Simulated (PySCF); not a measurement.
Method: PBE-D3(BJ)/def2-TZVP in PySCF 2.14.0. Gas-phase values, no solvent. Excitations are Tamm–Dancoff values on a coarser integration grid. The basis has no diffuse functions, so Rydberg states are missing or too high.

Reference species (SMILES): `C(#C)C=C` (neutral, multiplicity 1).

The S1 excitation (TDA) is 4.84 eV. The LUMO comes out as -2.01 eV, the HOMO–LUMO gap is 4.11 eV and the T1 excitation (TDA) is 3.33 eV.

After one change: the S1 excitation (TDA) falls by 1.97 eV; the LUMO falls by 0.64 eV; the HOMO–LUMO gap decreases by 2.19 eV; the T1 excitation (TDA) drops by 2.11 eV.

Problem. Name the change that produced these shifts. The new species is one of these.
(A) `C=C=C=C`
(B) `C1=CC=C1`
(C) `C=C1C=C1`

Solution. B, `C1=CC=C1`
